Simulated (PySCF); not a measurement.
## Excitation energy of V⁺ by level of theory

V⁺ [Ar] 3d4 (5D) → V⁺ [Ar] 3d3 4s1, s spin flipped, as a difference of total energies. Calculation: PySCF 2.14, in def2-TZVPPD (6s6p4d2f1g, 67 functions); the non-relativistic Hamiltonian (point nucleus). Correlated levels: valence: [Ar] frozen. The calculations carry no spin-orbit coupling.

| method | excitation energy (eV) |
| --- | --- |
| UHF | 0.469 |
| MP2 (valence) | 0.848 |
| SCS-MP2 (valence) | 0.290 |

Problem. How much does correlation contribute at MP2 (valence)?

Solution. 0.848 − (0.469) = 0.379 eV, measured against UHF.

The upper determinant mixes two multiplicities, so it lies between the two terms.

The coupled-cluster amplitudes are large for the upper state (T1 above 0.03 or a double amplitude above 0.15), so a single reference is strained.
